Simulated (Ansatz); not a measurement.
Cost and result up the ladder for InTe₃ (4 atoms). Charge 0, multiplicity 2. Geometry: PBE-D4/def2-SVP.

```xyz
4

In   -1.040   -0.248   -0.031
Te   -2.383   -1.539   -1.782
Te    2.781    0.688    0.126
Te    0.642    1.100    1.686
```

Ansatz on 4 threads of Arm Neoverse V1 on a shared host. Times are rough, and most runs start from the orbitals of an earlier one. PBE0-D4/def2-TZVP serves as the yardstick here, not as an exact answer. Differences are given only for rows in sets of like size (and for xTB, whose basis is part of the method), since another set adds its own error. Binding counts from free atoms at the same level (In doublet, Te triplet; other spins of the atoms weren't run), without zero-point energy or a counterpoise term.

In the def2 sets In, Te take a core potential; there is no spin–orbit coupling. B3LYP takes the VWN-RPA correlation. Correlated methods freeze 16 core orbitals; core or outer-core shells of In, Te are correlated, in sets that lack core-valence functions. The rows differ in basis, and correlated rows in double-zeta sets carry the largest basis error. Another isomer (doublet) lies 0.74 eV lower at PBE0-D4/def2-TZVP; other spin states weren't run for this one.

Correlated methods converge slowly with the basis, most of all in double-zeta sets.

```tsv
level	functions	wall time	binding energy per atom (eV)	difference from PBE0-D4/def2-TZVP (eV)
PBE-D4/def2-TZVP (with forces)	200	6.5 s	1.93	0.13
B3LYP-D4/def2-TZVP	200	12 s	1.75	-0.05
r2SCAN-D4/def2-TZVP	200	12 s	1.80	0.00
PBE0-D4/def2-TZVP	200	14 s	1.80	0.00
B97M-V/def2-TZVP	200	24 s	1.76	-0.04
CCSD(T)/def2-SVP	104	61 s	1.44	–
```
